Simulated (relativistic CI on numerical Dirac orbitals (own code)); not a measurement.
**Calculated levels, Ba XXXIV**

Method of calculation: Dirac-Coulomb-Breit CI, separate exchange-only KLI orbitals for each configuration, QED by a radiative potential, unscaled Slater integrals (own radial code, finite nucleus).

CI space (outside the closed core [Ne]): 3s2.3p6.3d5, 3s2.3p5.3d6, 3s2.3p4.3d7, 3s.3p6.3d6, 3p6.3d7, 3s.3p5.3d7, 3s2.3p6.3d4.4s, 3s2.3p6.3d4.4p, 3s2.3p4.3d6.4s, 3s2.3p6.3d4.4d, 3s2.3p4.3d6.4p, 3s2.3p5.3d5.4s, 3s2.3p6.3d4.4f, 3s.3p5.3d6.4s, 3s2.3p5.3d5.4p, 3s.3p5.3d6.4p, 3s2.3p6.3d3.4s2, 3s.3p6.3d5.4s, 3s2.3p6.3d3.4s.4p, 3p6.3d6.4p. Levels of other configurations are missing.

The lowest level is 3s2.3p6.3d5 6S_5/2, with 45 % of that term; Hund's rules for 3s2.3p6.3d5 give 6S with J = 5/2, in agreement.

| No. | Configuration | Term | J | E (cm⁻¹) | % | Landé g | Lifetime (s) | jj configuration (%) |
| --- | --- | --- | --- | --- | --- | --- | --- | --- |
| 1 | 3s2.3p6.3d5 | 6S | 5/2 | 0 | 45 | 1.658 |  | 3d5/2 (63) |
| 2 | 3s2.3p6.3d5 | 6S | 5/2 | 105419 | 29 | 1.197 | 2.79e-05 | 3d3/2^3 3d5/2^2 (52) |
| 3 | 3s2.3p6.3d5 | 4G | 7/2 | 172373 | 44 | 1.137 | 5.19e-05 | 3d3/2^3 3d5/2^2 (96) |
| 4 | 3s2.3p6.3d5 | 4D | 3/2 | 175836 | 40 | 1.286 | 1.39e-05 | 3d3/2^3 3d5/2^2 (93) |
| 5 | 3s2.3p6.3d5 | 4G | 11/2 | 183224 | 52 | 1.154 |  | 3d3/2^3 3d5/2^2 (91) |
| 6 | 3s2.3p6.3d5 | 4G | 9/2 | 202665 | 55 | 1.153 | 1.72e-03 | 3d3/2^3 3d5/2^2 (81) |
| 7 | 3s2.3p6.3d5 | 4D | 5/2 | 207130 | 37 | 1.134 | 3.55e-05 | 3d3/2^3 3d5/2^2 (66) |
| 8 | 3s2.3p6.3d5 | 4P | 1/2 | 214725 | 61 | 1.914 | 4.70e-04 | 3d3/2^3 3d5/2^2 (71) |
| 9 | 3s2.3p6.3d5 | 2F | 7/2 | 249668 | 29 | 1.144 | 1.40e-04 | 3d3/2^3 3d5/2^2 (81) |
| 10 | 3s2.3p6.3d5 | 2D | 5/2 | 266932 | 36 | 1.213 | 1.09e-05 | 3d3/2^2 3d5/2^3 (56) |
| 11 | 3s2.3p6.3d5 | 2D | 3/2 | 297354 | 53 | 0.823 | 5.78e-05 | 3d3/2^3 3d5/2^2 (56) |
| 12 | 3s2.3p6.3d5 | 4D | 7/2 | 297793 | 44 | 1.198 | 2.29e-05 | 3d3/2^2 3d5/2^3 (87) |
| 13 | 3s2.3p6.3d5 | 2I | 11/2 | 306245 | 57 | 1.055 | 2.90e-05 | 3d3/2^2 3d5/2^3 (92) |
| 14 | 3s2.3p6.3d5 | 2G | 9/2 | 319546 | 43 | 1.145 | 3.10e-05 | 3d3/2^2 3d5/2^3 (81) |
| 15 | 3s2.3p6.3d5 | 4D | 1/2 | 322149 | 75 | 0.596 | 1.66e-05 | 3d3/2^2 3d5/2^3 (91) |
| 16 | 3s2.3p6.3d5 | 4P | 3/2 | 330028 | 49 | 1.177 | 8.04e-06 | 3d3/2^2 3d5/2^3 (88) |
| 17 | 3s2.3p6.3d5 | 2I | 13/2 | 336167 | 100 | 1.071 | 1.46e-04 | 3d3/2^2 3d5/2^3 (100) |
| 18 | 3s2.3p6.3d5 | 2F | 5/2 | 348289 | 38 | 1.016 | 1.41e-05 | 3d3/2^2 3d5/2^3 (83) |
| 19 | 3s2.3p6.3d5 | 2H | 9/2 | 377665 | 53 | 1.100 | 1.12e-05 | 3d3/2^2 3d5/2^3 (99) |
| 20 | 3s2.3p6.3d5 | 2G | 7/2 | 393848 | 61 | 0.989 | 4.30e-05 | 3d3/2^2 3d5/2^3 (97) |
| 21 | 3s2.3p6.3d5 | 4F | 5/2 | 396741 | 52 | 1.035 | 1.10e-05 | 3d3/2^2 3d5/2^3 (87) |
| 22 | 3s2.3p6.3d5 | 2D | 3/2 | 418520 | 79 | 0.773 | 2.85e-05 | 3d3/2^2 3d5/2^3 (54) |
| 23 | 3s2.3p6.3d5 | 2F | 7/2 | 431289 | 52 | 1.058 | 1.63e-05 | 3d3/2^2 3d5/2^3 (75) |
| 24 | 3s2.3p6.3d5 | 2S | 1/2 | 438374 | 60 | 1.868 | 1.08e-05 | 3d3/2^2 3d5/2^3 (52) |
| 25 | 3s2.3p6.3d5 | 2F | 5/2 | 439247 | 31 | 1.191 | 5.14e-06 | 3d3/2 3d5/2^4 (76) |
| 26 | 3s2.3p6.3d5 | 2G | 9/2 | 473427 | 59 | 1.103 | 2.32e-05 | 3d3/2^2 3d5/2^3 (70) |
| 27 | 3s2.3p6.3d5 | 4F | 7/2 | 485297 | 39 | 1.190 | 7.43e-06 | 3d3/2 3d5/2^4 (92) |
| 28 | 3s2.3p6.3d5 | 2H | 11/2 | 498703 | 61 | 1.060 | 8.11e-06 | 3d3/2 3d5/2^4 (97) |
| 29 | 3s2.3p6.3d5 | 2D | 3/2 | 511779 | 55 | 0.871 | 5.45e-06 | 3d3/2 3d5/2^4 (79) |
| 30 | 3s2.3p6.3d5 | 2D | 5/2 | 539669 | 63 | 1.114 | 7.34e-06 | 3d3/2 3d5/2^4 (74) |
| 31 | 3s2.3p6.3d5 | 2G | 9/2 | 557776 | 82 | 1.107 | 1.10e-05 | 3d3/2 3d5/2^4 (67) |
| 32 | 3s2.3p6.3d5 | 2D | 5/2 | 578613 | 58 | 1.106 | 9.47e-06 | 3d3/2^2 3d5/2^3 (50) |
| 33 | 3s2.3p6.3d5 | 2P | 3/2 | 582963 | 77 | 1.203 | 1.88e-05 | 3d3/2^2 3d5/2^3 (86) |
| 34 | 3s2.3p6.3d5 | 2G | 7/2 | 592804 | 71 | 0.959 | 9.70e-06 | 3d3/2 3d5/2^4 (84) |
| 35 | 3s2.3p6.3d5 | 2P | 1/2 | 659680 | 77 | 0.935 | 8.28e-06 | 3d3/2 3d5/2^4 (69) |
| 36 | 3s2.3p6.3d5 | 2D | 5/2 | 710203 | 74 | 1.168 | 3.81e-06 | 3d5/2^5 (54) |
| 37 | 3s2.3p6.3d5 | 2D | 3/2 | 728907 | 76 | 0.893 | 5.48e-06 | 3d3/2 3d5/2^4 (84) |
| 38 | 3s2.3p5.3d6 | 6F° | 11/2 | 1810603 | 68 | 1.381 | 3.80e-10 | 3p3/2^3 3d5/2^2 (69) |
| 39 | 3s2.3p5.3d6 | 4P° | 5/2 | 1863591 | 44 | 1.403 | 1.86e-10 | 3p3/2^3 3d5/2^2 (81) |
| 40 | 3s2.3p5.3d6 | 6D° | 9/2 | 1868051 | 43 | 1.378 | 5.43e-10 | 3p3/2^3 3d5/2^2 (74) |
| 41 | 3s2.3p5.3d6 | 4D° | 7/2 | 1892782 | 46 | 1.376 | 2.49e-11 | 3p3/2^3 3d5/2^2 (78) |
| 42 | 3s2.3p5.3d6 | 2P° | 1/2 | 1921365 | 28 | 1.586 | 2.44e-10 | 3p3/2^3 3d5/2^2 (80) |
| 43 | 3s2.3p5.3d6 | 6F° | 9/2 | 1930571 | 67 | 1.399 | 1.07e-10 | 3p3/2^3 3d3/2^3 3d5/2^3 (77) |
| 44 | 3s2.3p5.3d6 | 4P° | 3/2 | 1970373 | 35 | 1.608 | 6.56e-11 | 3p3/2^3 3d3/2^3 3d5/2^3 (54) |
| 45 | 3s2.3p5.3d6 | 4H° | 11/2 | 1970853 | 26 | 1.209 | 9.65e-11 | 3p3/2^3 3d3/2^3 3d5/2^3 (68) |
| 46 | 3s2.3p5.3d6 | 6F° | 5/2 | 1985857 | 19 | 1.301 | 3.70e-11 | 3p3/2^3 3d3/2^3 3d5/2^3 (77) |
| 47 | 3s2.3p5.3d6 | 4H° | 13/2 | 1990569 | 78 | 1.196 | 5.16e-11 | 3p3/2^3 3d3/2^3 3d5/2^3 (94) |
| 48 | 3s2.3p5.3d6 | 4F° | 7/2 | 1991917 | 41 | 1.372 | 1.41e-11 | 3p3/2^3 3d3/2^3 3d5/2^3 (86) |
| 49 | 3s2.3p5.3d6 | 4F° | 3/2 | 2010765 | 32 | 0.870 | 5.32e-11 | 3p3/2^3 3d3/2^3 3d5/2^3 (70) |
| 50 | 3s2.3p5.3d6 | 4D° | 1/2 | 2019408 | 25 | 1.469 | 1.01e-10 | 3p3/2^3 3d3/2^3 3d5/2^3 (75) |
| 51 | 3s2.3p5.3d6 | 4D° | 7/2 | 2026532 | 22 | 1.193 | 4.10e-12 | 3p3/2^3 3d5/2^2 (70) |
| 52 | 3s2.3p5.3d6 | 2F° | 7/2 | 2035465 | 37 | 1.233 | 8.88e-12 | 3p3/2^3 3d3/2^3 3d5/2^3 (79) |
| 53 | 3s2.3p5.3d6 | 4H° | 9/2 | 2036432 | 29 | 1.124 | 1.26e-11 | 3p3/2^3 3d3/2^3 3d5/2^3 (79) |
| 54 | 3s2.3p5.3d6 | 4I° | 15/2 | 2043915 | 85 | 1.174 | 2.33e-10 | 3p3/2^3 3d3/2^3 3d5/2^3 (92) |
| 55 | 3s2.3p5.3d6 | 4D° | 3/2 | 2056122 | 27 | 1.335 | 7.94e-12 | 3p3/2^3 3d3/2^3 3d5/2^3 (76) |
| 56 | 3s2.3p5.3d6 | 6P° | 5/2 | 2065266 | 29 | 1.481 | 3.28e-12 | 3p3/2^3 3d3/2^3 3d5/2^3 (54) |
| 57 | 3s2.3p5.3d6 | 2G° | 9/2 | 2074118 | 34 | 1.120 | 2.41e-11 | 3p3/2^3 3d3/2^3 3d5/2^3 (84) |
| 58 | 3s2.3p5.3d6 | 4D° | 7/2 | 2084499 | 31 | 1.220 | 2.67e-11 | 3p3/2^3 3d3/2^3 3d5/2^3 (62) |
| 59 | 3s2.3p5.3d6 | 4H° | 11/2 | 2085864 | 37 | 1.129 | 8.22e-12 | 3p3/2^3 3d3/2^3 3d5/2^3 (81) |
| 60 | 3s2.3p5.3d6 | 4D° | 5/2 | 2088790 | 34 | 1.389 | 3.34e-12 | 3p3/2^3 3d3/2^3 3d5/2^3 (60) |
| 61 | 3s2.3p5.3d6 | 6P° | 3/2 | 2095053 | 48 | 1.904 | 1.82e-12 | 3p3/2^3 3d3/2^3 3d5/2^3 (39) |
| 62 | 3s2.3p5.3d6 | 2I° | 13/2 | 2097320 | 47 | 1.125 | 9.39e-12 | 3p3/2^3 3d3/2^3 3d5/2^3 (99) |
| 63 | 3s2.3p5.3d6 | 4D° | 7/2 | 2104863 | 43 | 1.316 | 2.59e-11 | 3p3/2^3 3d3/2^2 3d5/2^4 (68) |
| 64 | 3s2.3p5.3d6 | 4F° | 5/2 | 2133376 | 28 | 1.052 | 5.40e-12 | 3p3/2^3 3d3/2^3 3d5/2^3 (73) |
| 65 | 3s2.3p5.3d6 | 2G° | 9/2 | 2137825 | 44 | 1.132 | 1.12e-11 | 3p3/2^3 3d3/2^3 3d5/2^3 (80) |
| 66 | 3s2.3p5.3d6 | 4G° | 11/2 | 2150450 | 42 | 1.145 | 2.36e-11 | 3p3/2^3 3d3/2^2 3d5/2^4 (81) |
| 67 | 3s2.3p5.3d6 | 2F° | 5/2 | 2158583 | 30 | 1.114 | 8.06e-12 | 3p3/2^3 3d3/2^3 3d5/2^3 (55) |
| 68 | 3s2.3p5.3d6 | 2G° | 7/2 | 2161082 | 30 | 1.111 | 2.01e-11 | 3p3/2^3 3d3/2^3 3d5/2^3 (65) |
| 69 | 3s2.3p5.3d6 | 2D° | 3/2 | 2163563 | 43 | 1.071 | 6.68e-11 | 3p3/2^3 3d3/2^3 3d5/2^3 (52) |
| 70 | 3s2.3p5.3d6 | 2H° | 11/2 | 2168198 | 52 | 1.103 | 4.29e-11 | 3p3/2^3 3d3/2^3 3d5/2^3 (74) |

Energies count from the lowest computed level; ° marks odd parity; lifetimes are radiative, by E1, M1, E2, M2 decay to levels of this space only; some are left blank where a channel outside the calculation adds to the decay or the decay crosses a small, uncertain gap. Filled j subshells are mostly left out of the jj labels.

The mean weight of the leading LS term, summed over parents, in these 70 levels is 48 %, and that of the leading jj configuration (from the same eigenvectors) 75 %, so jj coupling describes them better and the LS labels are nominal.

At this charge energies of transitions that change n are usually good to better than 1 %, and those within a shell (Δn = 0) to a few per cent. Terms inside the open d or f shell come out 10 to 20 % too wide with unscaled integrals.

LS names give the leading component of a level, which can be under half, so a name can repeat, a term be missing and a line seem to break the LS rules.
